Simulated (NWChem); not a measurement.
System: SiN, doublet; SMILES N#[Si]

NWChem input:

```
start job
memory heap 200 mb stack 900 mb global 1100 mb
geometry units angstroms
  Si     0.000000     0.000000    -0.526387
  N      0.000000     0.000000     1.048508
end
basis spherical
  * library def2-svp
end
dft
  odft
  mult 2
  xc xpbe96 cpbe96
  iterations 150
end
driver
  maxiter 120
end
task dft optimize
task dft freq
```

NWChem printed, in part:

```
             Northwest Computational Chemistry Package (NWChem) 7.3.0
             --------------------------------------------------------

 ORDER OF PRIMARY AXIS IS BEING SET TO 4
 C4V symmetry detected

                             Geometry "geometry" -> ""
                             -------------------------

 Output coordinates in angstroms (scale by  1.889725989 to convert to a.u.)

  No.       Tag          Charge          X              Y              Z
 ---- ---------------- ---------- -------------- -------------- --------------
    1 Si                  14.0000     0.00000000     0.00000000    -0.52496500
    2 N                    7.0000     0.00000000     0.00000000     1.04993000

 Effective nuclear repulsion energy (a.u.)      32.9287796342

      Symmetry information
      --------------------

 Group name             C4v
 Group number             18
 Group order               8
 No. of unique centers     2

                                Z-matrix (autoz)
                                --------

 Units are Angstrom for bonds and degrees for angles

      Type          Name      I     J     K     L     M      Value
      ----------- --------  ----- ----- ----- ----- ----- ----------
    1 Stretch                  1     2                       1.57490

  pbe96 is a nonlocal functional; adding pw91lda local functional.

                           NWChem Geometry Optimization
                           ----------------------------

 maximum gradient threshold         (gmax) =   0.000450
 rms gradient threshold             (grms) =   0.000300
 maximum cartesian step threshold   (xmax) =   0.001800
 rms cartesian step threshold       (xrms) =   0.001200
 fixed trust radius                (trust) =   0.300000
 source of zmatrix                         =   autoz

          -------------------
          Energy Minimization
          -------------------

 Using diagonal initial Hessian
 Scaling for Hessian diagonals: bonds = 1.00  angles = 0.25  torsions = 0.10

          --------
          Step   0

                                 NWChem DFT Module
                                 -----------------

 Summary of "ao basis" -> "ao basis" (spherical)
 ------------------------------------------------------------------------------
       Tag                 Description            Shells   Functions and Types
 ---------------- ------------------------------  ------  ---------------------
 Si                         def2-svp                 8       18   4s3p1d
 N                          def2-svp                 6       14   3s2p1d

      Symmetry analysis of basis
      --------------------------

        a1         14
        a2          0
        b1          2
        b2          2
        e          14

            General Information
            -------------------
          SCF calculation type: DFT
          Wavefunction type:  spin polarized.
          No. of atoms     :     2
          No. of electrons :    21
           Alpha electrons :    11
            Beta electrons :    10
          Charge           :     0
          Spin multiplicity:     2
          Use of symmetry is: on ; symmetry adaption is: on
          Maximum number of iterations: 150
          AO basis - number of functions:    32
                     number of shells:    14
          Convergence on energy requested:  1.00D-06
          Convergence on density requested:  1.00D-05
          Convergence on gradient requested:  5.00D-04

              XC Information
              --------------
          PerdewBurkeErnzerhof Exchange Functional  1.000
            Perdew 1991 LDA Correlation Functional  1.000 local
           PerdewBurkeErnz. Correlation Functional  1.000 non-local

             Grid Information
             ----------------
          Grid used for XC integration:  medium
          Radial quadrature: Mura-Knowles
          Angular quadrature: Lebedev.
          Tag              B.-S. Rad. Rad. Pts. Rad. Cut. Ang. Pts.
          ---              ---------- --------- --------- ---------
          Si                  1.10       88           6.0       590
          N                   0.65       49           7.0       434
          Grid pruning is: on
          Number of quadrature shells:   137
          Spatial weights used:  Erf1

      Superposition of Atomic Density Guess
      -------------------------------------

 Sum of atomic energies:        -342.98272593

      Non-variational initial energy
      ------------------------------

 Total energy =    -343.017669
 1-e energy   =    -539.501133
 2-e energy   =     163.554685
 HOMO         =      -0.270856
 LUMO         =       0.001086

   Symmetry analysis of molecular orbitals - initial alpha
   -------------------------------------------------------

 !! scf_movecs_sym_adapt:    4 vectors were symmetry contaminated

  Symmetry fudging

 !! scf_movecs_sym_adapt:    2 vectors were symmetry contaminated

  Numbering of irreducible representations:

     1 a1          2 a2          3 b1          4 b2          5 e

  Orbital symmetries:

[...]

      ----------------------
      Optimization converged
      ----------------------

  Step       Energy      Delta E   Gmax     Grms     Xrms     Xmax
  ---- ---------------- -------- -------- -------- -------- --------
@    2    -343.77570203 -1.0D-08  0.00001  0.00001  0.00018  0.00032
                                     ok       ok       ok       ok

                                Z-matrix (autoz)
                                --------

 Units are Angstrom for bonds and degrees for angles

      Type          Name      I     J     K     L     M      Value     Gradient
      ----------- --------  ----- ----- ----- ----- ----- ---------- ----------
    1 Stretch                  1     2                       1.59110   -0.00001

                         Geometry "geometry" -> "geometry"
                         ---------------------------------

 Output coordinates in angstroms (scale by  1.889725989 to convert to a.u.)

  No.       Tag          Charge          X              Y              Z
 ---- ---------------- ---------- -------------- -------------- --------------
    1 Si                  14.0000     0.00000000     0.00000000    -0.53306623
    2 N                    7.0000     0.00000000     0.00000000     1.05803123

 Effective nuclear repulsion energy (a.u.)      32.5934592720

      Symmetry information
      --------------------

 Group name             C4v
 Group number             18
 Group order               8
 No. of unique centers     2

                Final and change from initial internal coordinates
                --------------------------------------------------

                                Z-matrix (autoz)
                                --------

 Units are Angstrom for bonds and degrees for angles

      Type          Name      I     J     K     L     M      Value       Change
      ----------- --------  ----- ----- ----- ----- ----- ---------- ----------
    1 Stretch                  1     2                       1.59110    0.01620

 ==============================================================================
                                internuclear distances
 ------------------------------------------------------------------------------
       center one      |      center two      | atomic units |  angstroms
 ------------------------------------------------------------------------------
    2 N                |   1 Si               |     3.00674  |     1.59110
 ------------------------------------------------------------------------------
                         number of included internuclear distances:          1
 ==============================================================================

[second-derivative integrals and response iterations left out]

  Vibrational analysis via the FX method

  See chapter 2 in "Molecular Vibrations" by Wilson, Decius and Cross

  Vib: Default input used

[...]

 Rotational Constants
 --------------------
 A=   0.000000 cm-1  (  0.000000 K)
 B=   0.713552 cm-1  (  1.026619 K)
 C=   0.713552 cm-1  (  1.026619 K)

 Temperature                      =   298.15K
 frequency scaling parameter      =   1.0000

 Linear Molecule

 Zero-Point correction to Energy  =    1.642 kcal/mol  (  0.002617 au)
 Thermal correction to Energy     =    3.135 kcal/mol  (  0.004996 au)
 Thermal correction to Enthalpy   =    3.728 kcal/mol  (  0.005940 au)

 Total Entropy                    =   50.417 cal/mol-K
   - Translational                =   37.114 cal/mol-K (mol. weight =  41.9800)
   - Rotational                   =   13.251 cal/mol-K (symmetry #  =        1)
   - Vibrational                  =    0.051 cal/mol-K

 Cv (constant volume heat capacity) =    5.206 cal/mol-K
   - Translational                  =    2.979 cal/mol-K
   - Rotational                     =    1.986 cal/mol-K
   - Vibrational                    =    0.240 cal/mol-K

[normal modes left out]

 ----------------------------------------------------------------------------
 Normal Eigenvalue ||           Projected Infra Red Intensities
  Mode   [cm**-1]  || [atomic units] [(debye/angs)**2] [(KM/mol)] [arbitrary]
 ------ ---------- || -------------- ----------------- ---------- -----------
    1        0.000 ||    0.003320           0.077         3.237       6.871
    2        0.000 ||    0.003320           0.077         3.237       6.871
    3        0.000 ||    0.006634           0.153         6.467      13.729
    4        0.000 ||    0.006634           0.153         6.467      13.729
    5        0.000 ||    0.000000           0.000         0.000       0.000
    6     1149.097 ||    0.009084           0.210         8.855      18.798
 ----------------------------------------------------------------------------
```

Level: PBE/def2-SVP, spin-unrestricted. No stability test was run on the SCF state.
